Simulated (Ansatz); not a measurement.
A CCSD(T) single point on `FC([SiH3])O[SiH3]`.

```yaml
crystal:
  periodic: [false, false, false]
  atoms:
    - {symbol: F, position_ang: [-1.604584, 0.311581, 0.543238]}
    - {symbol: C, position_ang: [-0.538336, -0.300302, -0.115466]}
    - {symbol: Si, position_ang: [-0.296210, -2.060349, 0.594572]}
    - {symbol: O, position_ang: [0.610851, 0.436038, 0.086597]}
    - {symbol: Si, position_ang: [0.802417, 2.004751, -0.429670]}
    - {symbol: H, position_ang: [-0.818292, -0.298926, -1.179715]}
    - {symbol: H, position_ang: [0.804781, -2.717265, -0.154050]}
    - {symbol: H, position_ang: [-1.554324, -2.827593, 0.414203]}
    - {symbol: H, position_ang: [0.045369, -1.944129, 2.032170]}
    - {symbol: H, position_ang: [0.175291, 2.967100, 0.507116]}
    - {symbol: H, position_ang: [2.264158, 2.229419, -0.488289]}
    - {symbol: H, position_ang: [0.185779, 2.144476, -1.776809]}
basis:
  gaussian: {orbitals: def2-TZVPP}
correlation: {method: ccsd_t}
```

```sh
$ ansatz run in.yaml --threads 4 --pin off --events-out ev --progress --plain --max-ram 10444MiB
```

Output of Ansatz, abridged:

```
Functional definition: HF
  name "HF"
  cite "Fock, Z. Phys. 61, 126 (1930) doi:10.1007/BF01340294"
  parent pbe
  exchange = exact_x
  correlation = 0
1620 factors; integrals over basis functions are off by at most 1.1e-3 eV
mean field evaluation 1: about -21608.6862 eV, gradient 3.7e1 eV
mean field evaluation 2: about -21609.0049 eV, gradient 3.8e1 eV
mean field evaluation 4: about -21612.4350 eV, gradient 4.2e0 eV
mean field evaluation 8: about -21612.5058 eV, gradient 3.3e-1 eV
mean field -21612.50608396 eV, -794.2449491028 hartree, gradient 2.2e-6 eV, S^2 0.000000; 0 other end points of the search recorded, 0 dependent functions left out
13 core orbitals not correlated: weight in the atoms' cores, before any rotation towards them, 1.000 or more for the frozen orbitals, at most 0.000 for the correlated occupied ones
reference -21612.50608396 eV, -794.2449491028 hartree; 16, 16 occupied and 246, 246 virtual orbitals, 1620 factors
second order -24.58073429 eV of doubles, -0.00000000 eV of singles
cycle   1  -25.16121171 eV  change   -5.8e-1 eV  update   1.1e-1
cycle   2  -25.84122067 eV  change   -6.8e-1 eV  update   3.5e-2
cycle   3  -25.99565572 eV  change   -1.5e-1 eV  update   1.8e-2
cycle   4  -25.97854254 eV  change    1.7e-2 eV  update   3.8e-3
cycle   5  -25.97718770 eV  change    1.4e-3 eV  update   1.8e-3
cycle   6  -25.97820142 eV  change   -1.0e-3 eV  update   5.1e-4
cycle   7  -25.97788329 eV  change    3.2e-4 eV  update   2.0e-4
cycle   8  -25.97779230 eV  change    9.1e-5 eV  update   6.6e-5
cycle   9  -25.97783279 eV  change   -4.0e-5 eV  update   2.6e-5
cycle  10  -25.97783940 eV  change   -6.6e-6 eV  update   9.0e-6
perturbative correction -0.88097634 eV, -0.0323752835 hartree
Total energy: -21639.36489970 eV, -795.2319923758 hartree
```

Hardware: 4 threads of an Arm Neoverse V1 on a shared host. Wall time 4.1 min, peak host memory 7.3 GiB.

MP2 recovers 91.5 % of the CCSD(T) correlation energy and the triples give 3.3 %; T1 = 0.0125.
